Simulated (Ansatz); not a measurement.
## Four-centre ligand exchange

Start structure (BH₂OF₃, closed shell), relaxed at PBE0-D4/def2-TZVP:

```xyz
7
angstrom
B -0.9956 -0.5291 -0.0771
O 0.0308 0.3307 -0.2932
F -2.1064 -0.4619 -0.7873
F -0.8743 -1.4411 0.8566
H 1.6102 0.4780 0.4821
F 2.4645 0.6526 0.8112
H -0.1293 0.9708 -0.9923
```

The step: BHOF₂ ([OH][B]([F])[F]) + HF → BF₃ ([F][B]([F])[F]) + H₂O (still joined by a long B–O bond); bonds formed: B1–F6, O2–H5; bonds broken: H5–F6; bonds weakened to dative contacts: B1–O2. Computed with Ansatz 0.2.0 (basis: def2-TZVPP and def2-QZVPP); correlated methods freeze the cores. Extrapolation: Hartree–Fock as exp(−7.88 √X), correlation as X^−2.97. Energies below are by CCSD(T) at an estimated basis limit (MP2 extrapolated from triple and quadruple zeta, plus CCSD(T) − MP2 in triple zeta).

Q: What are the electronic barrier and the energy of the step, from the start structure to the end structure? (Judge from chemistry; the value comes from the calculation.)

A: Computed: Barrier 0.939 eV; step energy -0.229 eV (downhill); reverse barrier, their difference, 1.168 eV. Barrier and step energy count from the start structure, the reverse barrier from the end structure.

The saddle point: One imaginary mode of 964i cm⁻¹.
```tsv
pair	start (Å)	saddle (Å)	end (Å)
B1–F6	3.76	1.65	1.35
O2–H5	1.77	1.27	0.96
B1–O2	1.36	1.49	1.77
H5–F6	0.93	1.12	2.35
```

Zero-point energy (harmonic, PBE0-D4): ZPE is 1.006 eV at the start and 0.944 eV at the saddle, so the barrier goes from 0.939 to 0.877 eV.

No T1 diagnostic of these runs exceeds 0.012.

Steps of this kind, hydrogen fluoride cutting a network bond, underlie vapour etching and the fluorination step of atomic layer etching.

Labels in which every atom is bracketed show which atoms are joined, not bond orders.

For scale, one of the runs: CCSD(T)/def2-TZVPP, 183 basis functions, launched by `ansatz run in.yaml --threads 4 --pin off --events-out ev --progress --plain --max-ram 9574MiB`. Time: 82 s of wall clock on 4 CPU threads of an Arm Neoverse N1; the host was shared. Peak host memory: 2.1 GiB.
